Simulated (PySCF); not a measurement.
Level of theory: M06-2X/def2-TZVP // PBE0-D3(BJ)/def2-TZVP (PySCF). All species are isolated molecules in the gas phase. 

Reference species (SMILES): `[F][SnH2][F]` (neutral, multiplicity 1).

S1 oscillator strength: 0.000
HOMO–LUMO gap: 11.02 eV

Changed species: `[F][Sn]([F])([F])[F]` (0 of 4 F replaced by H; the reference has 2 of 4 F replaced by H).

What does the change do to the S1 oscillator strength and HOMO–LUMO gap?

the S1 oscillator strength stays essentially unchanged; the HOMO–LUMO gap rises by 1.04 eV, to 12.06 eV.
